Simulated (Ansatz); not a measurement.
Born–Oppenheimer molecular dynamics of AlBrH$_{2}$S (5 atoms, charge 0, multiplicity 1). It starts from a rough guess of a transition structure, not a stationary point.

These are results of UHF/def2-SVP in Ansatz, not measurements.

```yaml
ensemble: NVE (velocity Verlet)
time_step: 0.5 fs
steps_asked: 150
starting_velocities_drawn_for: 300 K
seed: 13280
```

First frame:

```xyz
5
Properties=species:S:1:pos:R:3
Al -0.769 -0.020 -0.290
Br 1.263 1.385 1.053
S 0.375 -1.764 -0.663
H 1.166 -0.433 0.238
H -2.036 0.831 -0.339
```

**Question.** How far do the bonds stretch over the last three quarters of this one trajectory? (Pairs bonded in most of those frames.)

**Answer.** 
```json
{"bond": "Al1–Br2", "mean (Å)": "2.258", "spread (Å)": "0.209", "shortest": "1.95", "longest": "2.58"}
{"bond": "Al1–S3", "mean (Å)": "2.162", "spread (Å)": "0.107", "shortest": "1.98", "longest": "2.29"}
{"bond": "Al1–H5", "mean (Å)": "1.576", "spread (Å)": "0.022", "shortest": "1.53", "longest": "1.63"}
{"bond": "S3–H4", "mean (Å)": "1.426", "spread (Å)": "0.208", "shortest": "1.11", "longest": "1.71"}
```

Mean temperature of the second half: 4127 K. The conserved energy stayed within 3.6 meV per atom of its start (net change -2.4 meV per atom), so the integration is sound. The system heated up, since it started high on the potential surface and ran downhill. A run of 0.075 ps of so small a system gives no equilibrium averages. The orbitals stay closed-shell, which can raise the energy where a bond breaks towards radicals; this wasn't checked here.

Run time: 4.2 min on 1 thread of Arm Neoverse V2, with other jobs on the host, peak memory 0.22 GiB.
